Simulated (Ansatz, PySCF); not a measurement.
hydrogen sulfate (HO4S), SMILES [O-]S(=O)(O)=O, charge -1. Atoms are numbered in the order given.

```xyz
6

O      1.4055    -0.2622    -0.5426
S     -0.1807     0.0366     0.0392
O      0.0341     0.0139     1.5177
O     -0.9732    -1.0926    -0.5008
O     -0.5259     1.3632    -0.5239
H      1.9275    -0.3050     0.2695
```
Charge -1, spin multiplicity 1.

Coordinates come from a B3LYP-D3(BJ)/def2-SVPD optimisation. One conformer was computed; it need not be the lowest.

Two levels are set side by side: PBE-D3(BJ)/def2-SVPD (Ansatz, a first-principles code) and B3LYP-D3(BJ)/def2-SVPD (Ansatz). Each level has its own optimised geometry; the coordinates shown are those of the second. Frequencies come from the Hessian of PySCF at each geometry. Differences are taken from unrounded values.

```
quantity                            B3LYP-D3(BJ)  PBE-D3(BJ)  PBE-D3(BJ) minus B3LYP-D3(BJ)
----------------------------------  ------------  ----------  -----------------------------
mean bond length (Å)                       1.428       1.445                          0.017
bond O1–S2 (Å)                             1.716       1.746                          0.031
bond S2–O3 (Å)                             1.494       1.509                          0.015
bond S2–O4 (Å)                             1.481       1.496                          0.015
bond S2–O5 (Å)                             1.482       1.496                          0.014
bond O1–H6 (Å)                             0.966       0.976                          0.009
highest harmonic wavenumber (cm⁻¹)          3826        3706                           -120
mean harmonic wavenumber (cm⁻¹)              945         910                            -35
zero-point energy (kcal/mol)               16.21       15.61                          -0.60
```

GGA bonds tend to be longer and softer than those of functionals with exact exchange. Differences between two approximate levels are no errors against the true value.
